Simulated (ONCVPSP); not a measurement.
**How hard is this Be (Z = 4) ONCV potential?**

Be (Z = 4), optimised norm-conserving Vanderbilt (ONCV), made with ONCVPSP 4.0.1 (PBE, scalar-relativistic). Core [He], reference 2s2. Waves: 2s: rc 1.65 bohr, ncon 4, nbas 7, qcut 3.2 1/bohr, 2 projectors, debl 3.7 Ha; p scattering state at 0.09 Ha: rc 1.60 bohr, ncon 4, nbas 7, qcut 5.4 1/bohr, 1 projector; d scattering state at 0.04 Ha: rc 1.25 bohr, ncon 4, nbas 7, qcut 7.4 1/bohr, 2 projectors, debl 2.9 Ha. Local part: polynomial inside 1.05 bohr (lpopt 5, dvloc0 1 Ha). Core correction: Teter function fitted to the true core (icmod 2), fcfact 0.55.

In the p channel the program set the typed energies aside and used 0.050 Ha.

For each optimised wave give the share of its norm inside rc, the residual kinetic energy above qcut (Ha) and the cutoffs (Ha) for errors of 10, 1, 0.1 and 0.01 mHa per electron.

```csv
wave,norm inside rc,residual KE,10 mHa,1 mHa,0.1 mHa,0.01 mHa
2s,0.200,1.9e-03,2.8,6.0,30.6,41.5
s projector 2,0.130,1.3e-01,10.0,24.2,46.1,52.7
p projector 1,0.336,3.2e-04,7.4,12.2,27.0,54.2
d projector 1,0.000,6.3e-09,0.1,0.4,1.2,2.7
d projector 2,0.120,8.9e-05,8.6,18.9,26.9,39.0
```

The occupied waves need 6.0 Ha and 31 Ha for 1 and 0.1 mHa. Rows with under 1 % of the norm inside rc give no meaningful cutoff. The cutoffs count occupied waves only; projector 2 of the s channel, the hardest unoccupied one, needs 24 Ha at the loose tolerance.
